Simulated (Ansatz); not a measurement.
One change: `C[SiH](N)CS` becomes `C[SiH](N)Br`.

Ansatz, PBE0-D4/def2-TZVP geometries, multiplicity 1. Each molecule was computed in one conformer, which needn't be the lowest.

Scalar relativity is left out up to krypton.

```json
{"property": "size of the dipole moment (ωB97M-V/def2-TZVPP) / D", "`C[SiH](N)CS`": "2.19"}
{"property": "LUMO energy (ωB97M-V/def2-TZVPP) / eV", "`C[SiH](N)CS`": "2.03"}
{"property": "size of the dipole moment (B3LYP/def2-TZVPP) / D", "`C[SiH](N)CS`": "2.21"}
{"property": "LUMO energy (B3LYP/def2-TZVPP) / eV", "`C[SiH](N)CS`": "0.26"}
{"property": "LUMO energy (PBE/def2-TZVPP) / eV", "`C[SiH](N)CS`": "-0.27"}
{"property": "HOMO–LUMO gap (PBE0/def2-TZVPP) / eV", "`C[SiH](N)CS`": "7.05"}
```

(1) What does the change do to each property? (Best estimate.)

Answers

(1) Ansatz gave: 
| property | `C[SiH](N)Br` | shift |
| --- | --- | --- |
| size of the dipole moment (ωB97M-V/def2-TZVPP) / D | 2.19 | 0.00 |
| LUMO energy (ωB97M-V/def2-TZVPP) / eV | 2.12 | 0.09 |
| size of the dipole moment (B3LYP/def2-TZVPP) / D | 2.17 | -0.04 |
| LUMO energy (B3LYP/def2-TZVPP) / eV | 0.36 | 0.10 |
| LUMO energy (PBE/def2-TZVPP) / eV | -0.16 | 0.11 |
| HOMO–LUMO gap (PBE0/def2-TZVPP) / eV | 8.38 | 1.33 |

With PBE0 the HOMO falls by 1.23 eV and the LUMO rises by 0.10 eV, so the gap widens by about 1.33 eV. PBE moves the HOMO by -1.10 eV and ωB97M-V by -1.28 eV. Dipoles are sizes alone; their direction can turn.

B3LYP here is the variant with VWN-RPA as its local correlation; programs differ in this.

Spin–orbit coupling is left out; it splits and shifts lone-pair levels of the heavy atoms by tenths of an eV.
